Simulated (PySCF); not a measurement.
PySCF input for Ge(H)(SiH3) (GeH4Si), SMILES [SiH3][GeH] (connectivity only; charge and spin as stated), neutral, multiplicity 1, KT2/pcSseg-2. Coordinates come from a TPSSh-D3(BJ)/def2-TZVP optimisation.

```python
import numpy as np
from pyscf import gto, scf, dft
from pyscf.prop.nmr import rks as nmr

mol = gto.M(
    atom='''
    Ge    0.04926190   -0.86934838    0.00000000
    H    -1.54413106   -0.82170863   -0.00000000
    Si    0.00515465    1.59027657    0.00000000
    H    -0.72569271    2.07529500    1.20288341
    H    -0.72569271    2.07529500   -1.20288342
    H     1.34697071    2.22639477    0.00000000
    ''',
    basis='pcSseg-2',
    charge=0,
    spin=0,
    max_memory=1600,
    verbose=3,
)
mf = dft.RKS(mol, xc='kt2').density_fit(auxbasis='def2-universal-jkfit')
mf.grids.level = 3
mf.conv_tol = 1e-10
mf.max_cycle = 100
mf.kernel()
n = nmr.NMR(mf)
n.verbose = 2
n.max_cycle_cphf = 60
sigma = n.kernel()
print('atom   isotropic/ppm   span/ppm')
for i, s in enumerate(sigma):
    w = np.linalg.eigvalsh((s + s.T) / 2)
    print(f'{mol.atom_symbol(i):2s}{i + 1:3d} {w.mean():14.3f} {w[2] - w[0]:11.3f}')
```

Program output:

```
converged SCF energy = -2380.01322690647
atom   isotropic/ppm   span/ppm
Ge  1      -1094.480    6567.518
H   2         12.034      28.442
Si  3        425.385      96.747
H   4         27.172       7.589
H   5         27.172       7.589
H   6         26.773       5.023
```

The run converged.

Cost: roughly 18 core-seconds.
